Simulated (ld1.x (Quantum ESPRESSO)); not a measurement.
## Pseudopotential generation for sulfur: TM, PBE, scalar-relativistic.

- Element: sulfur (S)
- Generator: ld1.x (Quantum ESPRESSO) 7.5
- Type: norm-conserving Troullier–Martins (Kleinman–Bylander form)
- Functional: PBE
- Relativity: scalar-relativistic
- Frozen core: [Ne]
- Valence charge: 6
- Reference configuration: 3s2 3p4
- Partial waves: 3s (bound): rc 1.20 bohr; 3p (bound): rc 1.05 bohr; 3d channel at 0.35 Ry: rc 1.20 bohr
- Local potential: the d channel
- Core correction: Bessel-smoothed model core inside 0.90 bohr

Results:

- Cutoffs needed: 110 Ry and 180 Ry (the cutoffs (Ry, on a coarse ladder) from which the occupation-weighted sum of valence levels, in a spherical-Bessel basis at the reference potential, stays within 10 and 1 mRy of its value at 400 Ry)
- Ghost test: ghost state, extra bound levels that the all-electron valence spectrum of the same l lacks: s at -9.1 eV; a true bound ghost makes a file unfit for plane-wave use (spherical-Bessel basis up to 400 Ry, 20 bohr box)
- Largest excitation error: +1200 meV (all-electron minus pseudo) for 3s2 3p0, out of 7 test configurations

Generation and tests took about 1 s on one core of a shared server CPU.
